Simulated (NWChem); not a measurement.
# CH₂ClF; SMILES FCCl

```xyz
5

F      0.3892     1.5058     0.0000
C     -0.5715     0.5650     0.0000
Cl     0.1312    -1.0629     0.0000
H     -1.1851     0.6598     0.9078
H     -1.1851     0.6598    -0.9078
```
Atoms are numbered in this order, from 1.

Results from NWChem. Pople sets run with spherical d functions. All runs use the structure optimised with PBE0/def2-SVP. GIAO values for the isolated, static molecule; σ is the absolute isotropic shielding, δ = σ(reference) − σ with the isolated reference molecule computed at the same levels (13C: tetramethylsilane, 19F: trichlorofluoromethane, 1H: tetramethylsilane).

For level KT2/pcSseg-1:

* **δ F1 (ppm)**: -199.3
* **δ C2 (ppm)**: 96.4
* **σ Cl3 (ppm)**: 745.7
* **δ H4 (ppm)**: 6.06

Question: Estimate the same quantities for level Hartree-Fock/6-31G*.

Answer: 
| Property | Value |
|---|---|
| δ F1 (ppm) | -137.9 |
| δ C2 (ppm) | 79.1 |
| σ Cl3 (ppm) | 851.9 |
| δ H4 (ppm) | 5.45 |
